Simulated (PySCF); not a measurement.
BH3O, SMILES BO. The structure is a stationary point at PBE0-D3(BJ)/def2-TZVP.

Computed equilibrium geometry at PBE0-D3(BJ)/def2-TZVP (PySCF confirms it by a frequency run) as Cartesian coordinates in Å, and its point group:
point group Cs.
```xyz
5

B     -0.0311     0.7114     0.0000
H      0.9653     1.3728     0.0000
H     -1.1303     1.1974     0.0000
O      0.1278    -0.6270     0.0000
H     -0.7018    -1.1112     0.0000
```
